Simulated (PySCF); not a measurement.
## Dipole moment and polarisability of `CPc1ccccn1`

Species: C₆H₈NP.
SMILES with atom numbers: `[CH3:1][PH:2][c:3]1[cH:4][cH:5][cH:6][cH:7][n:8]1` (hydrogens: H9, H10, H11 on C1; H12 on P2; H13 on C4; H14 on C5; H15 on C6; H16 on C7)

Structure used (GFN2-xTB), in Å, numbered top down from 1:
```xyz
16
C6H8NP angstrom
C      2.6043    0.9486    0.5735
P      1.9330   -0.2737   -0.6317
C      0.1771   -0.2296   -0.1308
C     -0.6619   -1.3286   -0.3053
C     -1.9962   -1.1987    0.0292
C     -2.4485    0.0211    0.5139
C     -1.5356    1.0560    0.6358
N     -0.2585    0.9381    0.3193
H      2.2751    1.9395    0.2671
H      3.6918    0.9081    0.5475
H      2.2421    0.7463    1.5790
H      2.2247   -1.4258    0.1126
H     -0.2604   -2.2547   -0.6911
H     -2.6761   -2.0310   -0.0860
H     -3.4828    0.1645    0.7854
H     -1.8357    2.0288    1.0052
```

Level: B3LYP/def2-SVPD (PySCF), static field, nuclei fixed, core orbitals frozen in the response. The polarisability tensor in these axes (au):

```
x   136.20   4.07  -9.95
y     4.07  99.12  11.93
z    -9.95  11.93  74.22
```

**Question.** Give the principal values, the mean and the anisotropy Δα = √{½[(α1 − α2)² + (α2 − α3)² + (α1 − α3)²]}.

**Answer.** Principal values 67.74, 103.92 and 137.89 au; mean 103.18 au = 15.29 Å³ = 17.01 × 10⁻⁴⁰ C²·m²/J; Δα = 60.76 au (59 % of the mean).

**Question.** What is the dipole moment, and where does it point?

**Answer.** (-1.39, -1.09, 0.87) D, 1.97 D in size, pointing from the negative to the positive side. Measured along this direction, the outermost atoms are H10 at the negative end and H14 at the positive end.

**Question.** What molar refraction does this α imply?

**Answer.** Lorentz–Lorenz: R = (4π/3)N_A α = 2.5225 cm³/(mol·Å³) × 15.29 Å³ = 38.6 cm³/mol, in the limit of long wavelengths.

**Question.** What depolarisation ratio follows for Rayleigh scattering of linearly polarised light, taking the static tensor?

**Answer.** ρ = 3Δα²/(45ᾱ² + 4Δα²) = 11076.0/(479104 + 14767.9) = 0.0224.

**Question.** What are the principal values of the traceless quadrupole moment, Θ = ½Σq(3rr − r²1), about the centre of nuclear charge?

**Answer.** -7.84, 0.78, 7.06 D·Å. The values depend on the origin, since the dipole doesn't vanish. The electronic extent ⟨r²⟩ about the same centre is 1201 bohr², a root-mean-square distance of 2.26 Å for the 66 electrons.

**Question.** How large is μ²/3kT at 273 K beside α?

**Answer.** In Gaussian units μ²/3kT = 34.30 Å³ against 15.29 Å³, a ratio of 2.24; the Debye molar polarisation (4π/3)N_A(α + μ²/3kT) is 125.1 cm³/mol, leaving out the vibrational part.

**Question.** Give the principal axes and the span of the nuclei along them.

**Answer.** Largest value along (0.99, 0.06, -0.14), where the nuclei span 7.17 Å; middle along (0.00, 0.93, 0.37), 4.61 Å; least along (0.16, -0.37, 0.92), 1.70 Å. The response follows the extents in order.

Isolated species at its GFN2-xTB geometry (one conformer only).
